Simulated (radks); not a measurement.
The numbers below are computed, except where a source is named.
Problem. All-electron atom: Zr+ in [Kr] 4d2 5s1. Code: a radial shooting solver on a logarithmic mesh with Libxc functionals. Model: Dirac Kohn-Sham, PBEsol, spin-unpolarised, spherical densities, point nucleus; open shells are shared between the two j in proportion to 2j + 1; speed of light set to 274.072 atomic units (2 times the physical value, a model run). Some entries of the table are withheld. Estimate them.

orbital  occ.  eigenvalue (eV)  <1/r> (bohr^-1)
1s1/2       2        -17512.07            39.89
2s1/2       2        -2403.931            8.971
2p1/2       2        -2203.516            8.960
2p3/2       4        -2182.882            8.865
3s1/2       2        -398.3302            3.062
3p1/2       2        -323.2298            2.964
3p3/2       4        -319.9601            2.941
3d3/2       4        -184.0582            2.745
3d5/2       6        -183.4308            2.739
4s1/2       2              (1)            1.095
4p1/2       2              (2)           0.9758
4p3/2       4              (3)           0.9695
4d3/2     0.8              (4)              (5)
4d5/2     1.2              (6)              (7)
5s1/2       1              (8)           0.3689

Solution. 
(1) 4s1/2 eigenvalue (eV): -59.3478
(2) 4p1/2 eigenvalue (eV): -39.1891
(3) 4p3/2 eigenvalue (eV): -38.7612
(4) 4d3/2 eigenvalue (eV): -10.2647
(5) 4d3/2 <1/r> (bohr^-1): 0.6354
(6) 4d5/2 eigenvalue (eV): -10.2284
(7) 4d5/2 <1/r> (bohr^-1): 0.6338
(8) 5s1/2 eigenvalue (eV): -9.7662
